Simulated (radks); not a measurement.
Question: W4+, configuration [Xe] 4f14 5d2. All-electron calculation, Dirac Kohn-Sham, PBE, spin-unpolarised, spherical densities, point nucleus; open shells fill j = l - 1/2 first. Program: a radial shooting solver on a logarithmic mesh with Libxc functionals.

Spin-orbit splittings of the eigenvalues, e(l+1/2) - e(l-1/2), with zeta = 2 splitting/(2l+1) and mean radii in bohr:

shell  occ.  splitting (eV)  zeta (eV)  <r> j=l-1/2  <r> j=l+1/2
2p        6            1353      901.9      0.06365      0.07161
3p        6           292.6      195.0       0.1905       0.2053
3d       10           63.61      25.45       0.1797       0.1842
4p        6           67.79      45.19       0.4546       0.4878
4d       10           12.49      4.995       0.5047       0.5162
4f       14           2.245     0.6414       0.6002       0.6094
5p        6               ?          ?        1.159        1.251
5d        2           1.080     0.4319        1.645        1.683

Estimate the 5p splitting.

Answer: 10.20 eV (zeta = 6.802 eV).
